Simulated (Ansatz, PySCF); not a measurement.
Dissociation curve of PH (anion, charge -1), lowest doublet found (which spin is the ground state isn't settled by this scan).

Computed with: UKS-B3LYP/3-21G = unrestricted B3LYP/3-21G (PySCF); FCI = full CI/aug-cc-pVDZ, frozen core (Ansatz, a program for electronic structure).

Energies relative to the lowest point of each curve between 1.19 and 1.73 Å, where full CI is lowest, in kJ/mol:

| R / Å | UKS-B3LYP/3-21G |
|---|---|
| 1.00 | 437.4 |
| 1.07 | 275.6 |
| 1.30 | 34.9 |
| 1.40 | 6.3 |
| 1.44 | 1.7 |
| 1.49 | 0.0 |
| 1.73 | 28.5 |
| 1.85 | 54.2 |
| 2.21 | 140.3 |
| 2.45 | 190.4 |
| 3.48 | 267.4 |
| 4.69 | 279.4 |

Q: Predict the corresponding FCI column.

A: 1.00: 419.6; 1.07: 261.7; 1.30: 28.1; 1.40: 2.9; 1.44: 0.0; 1.49: 0.5; 1.73: 39.9; 1.85: 69.3; 2.21: 154.6; 2.45: 199.1; 3.48: 289.6; 4.69: 307.0 (kJ/mol).

The unrestricted determinant behind UKS-B3LYP/3-21G is spin-contaminated at 2.45 to 4.69 Å (<S²> up to 1.8, against 0.75 for a pure doublet). Where the anion isn't bound against loss of the electron, the finite basis alone holds it.
